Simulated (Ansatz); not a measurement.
Isomers of C9H10, relaxed with PBE0-D4/def2-TZVP in Ansatz; electronic energies, one conformer each and not always the lowest. Functionals use def2-TZVPP; CBS adds triple-zeta CCSD(T) − MP2 to the MP2 limit of def2-TZVPP and def2-QZVPP.

**Question.** Order them by energy at frozen-core CCSD(T)/CBS, lowest first. (Estimate.)
A. `c1ccc2c(c1)CCC2`
B. `c1ccc(C2CC2)cc1`
C. `C=C(C)c1ccccc1`

**Answer.** A (0.0 kcal/mol), C (15.0 kcal/mol), B (24.0 kcal/mol).

**Question.** How do PBE0-D4, B3LYP-D4, ωB97M-V, MP2/CBS(def2) place them (kcal/mol, against `c1ccc2c(c1)CCC2`)? (Estimate.)

**Answer.** Computed: 
```json
{"isomer": "`c1ccc(C2CC2)cc1`", "PBE0-D4": "24.0", "B3LYP-D4": "23.0", "ωB97M-V": "23.3", "MP2/CBS(def2)": "24.0"}
{"isomer": "`C=C(C)c1ccccc1`", "PBE0-D4": "18.7", "B3LYP-D4": "12.5", "ωB97M-V": "16.4", "MP2/CBS(def2)": "17.1"}
```

B3LYP here is the variant with VWN-RPA as its local correlation; programs differ in this.
